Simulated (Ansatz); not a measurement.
Gas-phase electronic energies from Ansatz, PBE0-D4/def2-TZVP geometries. CCSD(T)/CBS is the MP2 limit (def2-TZVPP, def2-QZVPP) plus CCSD(T) − MP2 in def2-TZVPP, frozen cores. Functionals use def2-TZVPP. Elements past krypton have def2 core potentials. For Ga, In outer-core shells are correlated without core-valence functions, which leaves a few kJ/mol of doubt a bond. Scalar relativity is left out up to krypton. Each species was taken in one conformer, which may not be the lowest.

Reaction (substitution at a C–O bond): `C[O][Ga]([CH3])[NH2]` + `C[NH][InH2]` → `C[N](C)[InH2]` + `[CH3][Ga]([NH2])[OH]`

CCSD(T)/CBS gives -36.1 kJ/mol.

(1) Another level gave -40.2 kJ/mol. Which?
A. HF/def2-TZVPP
B. MP2/def2-TZVPP
C. revPBE-D4/def2-TZVPP
D. revPBE/def2-TZVPP

Largest T1 diagnostic among the species: 0.017.

## Answers

(1) B. MP2/def2-TZVPP -40.2, HF/def2-TZVPP -18.4, revPBE-D4 -33.6, revPBE -28.8 kJ/mol.

Leaving LDA and LC-ωPBE aside and taking each functional with its dispersion term where it has one, the values, not all of them listed here, spread over 8.0 kJ/mol, from PBE-QIDH to BHLYP-D4. LDA lies −7.0 kJ/mol from PBE without D4. At CCSD(T), def2-SVP lies +4.5 kJ/mol from the extrapolated value and def2-TZVPP +1.9 kJ/mol. In def2-TZVPP, CCSD(T) changes the Hartree–Fock value by −15.9 kJ/mol (the triples alone add −2.2 kJ/mol) and MP2 by −21.8 kJ/mol.
